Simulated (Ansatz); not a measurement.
A set of 12 reactions (ligand exchange), with CCSD(T)/CBS values in kJ/mol:

| reaction | ΔE |
| --- | --- |
| `N[SiH2][AlH2]` + `OC[SiH](F)F` → `F[SiH](F)C[O][AlH2]` + `N[SiH3]` | -149.7 |
| `[SiH3][SiH]1CC1` + `O[BH][AlH2]` → `[AlH2][BH]O[SiH3]` + `C1C[SiH2]1` | -70.1 |
| `O[Si](O)(F)[SiH3]` + HBr → `O[Si](O)([SiH3])Br` + H–F | 46.4 |
| `[NH2][In]([SH])[O][SiH3]` + H–F → `[F][In]([SH])[O][SiH3]` + NH₃ | -39.1 |
| `CC[Si](N)(O)Br` + HCl → `CC[Si](N)(O)Cl` + HBr | -4.1 |
| `[BH2][GeH2][Br]` + `OCO[SiH3]` → `BOCO[SiH3]` + `[GeH3][Br]` | -153.7 |
| `C[O][SnH2][F]` + HBr → `C[O][SnH2][Br]` + H–F | -53.4 |
| `CO[SiH](O)O[SiH2]O` + H₂S → `O[SiH2]S` + `CO[SiH](O)O` | 65.5 |
| `[F][Ge]([F])([Cl])[Br]` + HBr → `[F][Ge]([F])([Br])[Br]` + HCl | -8.1 |
| `O/C=C(\Cl)[SiH2]O` + `N#CN` → `N#CN[SiH2]O` + `O/C=C\Cl` | -50.5 |
| `OB(F)[SiH2]Br` + CH₃SH → `CSB(O)F` + `[SiH3]Br` | -77.1 |
| `F[C@H]1C[Si@H]1[SiH3]` + HBr → `F[C@H]1C[Si@@H]1Br` + SiH₄ | -79.3 |

Program: Ansatz. Geometries: PBE0-D4/def2-TZVP. ΔE: electronic, gas phase. CCSD(T)/CBS is the MP2 limit (def2-TZVPP, def2-QZVPP) plus CCSD(T) − MP2 in def2-TZVPP, frozen cores. This one scheme is used for every species. Double bonds are as drawn, so ΔE can hold a change between cis and trans. Functionals use def2-TZVPP. B3LYP here is the variant with VWN-RPA as its local correlation; programs differ in this. Elements past krypton have def2 core potentials. For Br, Ge, In, Sn outer-core shells are correlated without core-valence functions, which leaves a few kJ/mol of doubt a bond. Scalar relativity is left out up to krypton. One conformer a species, not always the lowest.

**Question.** Give the mean, mean absolute and largest difference (level minus CCSD(T)/CBS, kJ/mol) for: PBE-D4, r2SCAN-D4, PBE0-D4, B3LYP-D4, ωB97X-V, ωB97M-V, B3LYP, HF/def2-TZVPP, MP2/def2-TZVPP, SCS-MP2/def2-TZVPP, MP2/def2-QZVPP, HF/CBS(def2), MP2/CBS(def2), CCSD/CBS(def2). (Best estimate.)

**Answer.** Ansatz gave: 
```
             level  mean  mean absolute  largest
            PBE-D4   4.4           10.1     26.2
         r2SCAN-D4   0.5            5.0    -12.4
           PBE0-D4   2.7            6.6     18.4
          B3LYP-D4  -0.3            4.0    -11.1
           ωB97X-V   0.6            4.0     12.0
           ωB97M-V  -1.3            4.0     -8.9
             B3LYP  -0.7            6.3    -17.5
     HF/def2-TZVPP  -5.9           13.0    -28.4
    MP2/def2-TZVPP  -2.9            3.9    -12.0
SCS-MP2/def2-TZVPP  -2.6            5.4    -12.9
    MP2/def2-QZVPP  -3.7            4.6    -12.1
      HF/CBS(def2)  -6.1           14.6    -31.2
     MP2/CBS(def2)  -4.1            5.2    -11.0
    CCSD/CBS(def2)  -0.5            1.7     -4.5
```

The largest T1 diagnostic in the set is 0.015, for `[F][In]([SH])[O][SiH3]` (customary mark 0.02).

CCSD(T)/CBS is a level of theory with its own doubt, and the functionals carry their triple-zeta basis error, so these figures describe this set and don't rank the functionals.
